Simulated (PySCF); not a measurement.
Ground-state electric properties of a mixed set of molecules.

All values: PBE0/pcSseg-1 (PySCF) at PBE0-D3(BJ)/def2-SVP geometries, gas phase, one conformer each.

**Question.** Rank by the lowest Hirshfeld charge on any atom, lowest value first.
A. `COC[C@@H]1CCCC[C@H]1Cl`
B. `[SiH3][SiH]([SiH3])c1ccco1`
C. `Pc1ccc(Cl)cc1`

**Answer.** A (-0.125 e), B (-0.089 e), C (-0.056 e).

**Question.** Rank by dipole moment, highest first.
A. `[CH3:1][O:2][CH2:3][C@@H:4]1[CH2:5][CH2:6][CH2:7][CH2:8][C@H:9]1[Cl:10]` with C1–O2–C3–C4 177°, O2–C3–C4–C5 63°, C3–C4–C5–C6 -178°, C4–C5–C6–C7 56°, C5–C6–C7–C8 -56°, C6–C7–C8–C9 56°
B. `[SiH3:1][SiH:2]([SiH3:3])[c:4]1[cH:5][cH:6][cH:7][o:8]1` with Si1–Si2–C4–C5 -118°
C. `[PH2:1][c:2]1[cH:3][cH:4][c:5]([Cl:6])[cH:7][cH:8]1` with H–P1–C2–C3 43° and 137°
D. `[BH3-:1][N+:2]#[C:3][CH2:4][B:5]([F:6])[F:7]` with C3–C4–B5–F6 166°

**Answer.** D (6.84 D), A (2.01 D), C (1.36 D), B (1.16 D).

**Question.** Rank by the highest IAO charge on any atom, highest value first.
A. `COC[C@@H]1CCCC[C@H]1Cl`
B. `c1ccoc1[SiH]([SiH3])[SiH3]`
C. `Pc1ccc(Cl)cc1`
D. `[BH3-][N+]#CCB(F)F`

**Answer.** D (+0.780 e), B (+0.326 e), C (+0.211 e), A (+0.159 e).

All values together:

| SMILES | formula | μ (D) | HOMO (eV) | LUMO (eV) | lowest IAO charge (e) | highest IAO charge (e) | lowest Hirshfeld charge (e) | highest Hirshfeld charge (e) |
| --- | --- | --- | --- | --- | --- | --- | --- | --- |
| [SiH3][SiH]([SiH3])c1ccco1 | C4H10OSi3 | 1.16 | -6.64 | -0.45 | -0.233 (O) | +0.326 (Si) | -0.089 (C) | +0.206 (Si) |
| Pc1ccc(Cl)cc1 | C6H6ClP | 1.36 | -6.78 | -0.83 | -0.183 (C) | +0.211 (P) | -0.056 (C) | +0.082 (P) |
| COC[C@@H]1CCCC[C@H]1Cl | C8H15ClO | 2.01 | -7.41 | 0.87 | -0.391 (O) | +0.159 (H) | -0.125 (O) | +0.049 (H) |
| [BH3-][N+]#CCB(F)F | C2H5B2F2N | 6.84 | -7.73 | -1.02 | -0.490 (C) | +0.780 (B) | -0.120 (F) | +0.353 (B) |

Conformers: `[SiH3:1][SiH:2]([SiH3:3])[c:4]1[cH:5][cH:6][cH:7][o:8]1` with Si1–Si2–C4–C5 -118°; `[PH2:1][c:2]1[cH:3][cH:4][c:5]([Cl:6])[cH:7][cH:8]1` with H–P1–C2–C3 43° and 137°; `[CH3:1][O:2][CH2:3][C@@H:4]1[CH2:5][CH2:6][CH2:7][CH2:8][C@H:9]1[Cl:10]` with C1–O2–C3–C4 177°, O2–C3–C4–C5 63°, C3–C4–C5–C6 -178°, C4–C5–C6–C7 56°, C5–C6–C7–C8 -56°, C6–C7–C8–C9 56°; `[BH3-:1][N+:2]#[C:3][CH2:4][B:5]([F:6])[F:7]` with C3–C4–B5–F6 166°.
